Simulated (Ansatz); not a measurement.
Consider the ligand exchange at the Si–C bond: `CC([SiH3])I` + `C=C[SiH2]N` → `C=C[SiH2]N[SiH3]` + `CCI`.

Gas-phase electronic energies from Ansatz, PBE0-D4/def2-TZVP geometries. CBS: MP2 limit from def2 TZ/QZ plus the TZ coupled-cluster correction, frozen cores. DFT in def2-TZVPP. Elements past krypton have def2 core potentials. For I outer-core shells are correlated without core-valence functions, which leaves a few kJ/mol of doubt a bond. One conformer a species, not always the lowest.

| level | ΔE (eV) |
| --- | --- |
| ωB97M-V | -0.65 |
| PBE | -0.60 |
| HF/def2-QZVPP | -0.86 |
| MP2/def2-QZVPP | -0.64 |

Task: What does CCSD(T)/CBS give? (An estimate is asked.)

Result: The calculation gave: -0.64 eV. The listed levels differ from it by -0.01, 0.04, -0.22, 0.00 eV.

Largest T1 diagnostic among the species: 0.011.

From PBE to PBE0 (25 % exact exchange), in def2-TZVPP and without D4, ΔE moves by −0.04 eV. The D4 term adds +0.05 eV with B3LYP and +0.02 eV with PBE0; it sums over pairs of atoms, weighted by their polarisabilities, and B3LYP, whose exchange is more repulsive, gets the larger term. In def2-TZVPP, CCSD(T) changes the Hartree–Fock value by +0.19 eV (the triples alone add +0.03 eV) and MP2 by +0.20 eV.

B3LYP here is the variant with VWN-RPA as its local correlation; programs differ in this.
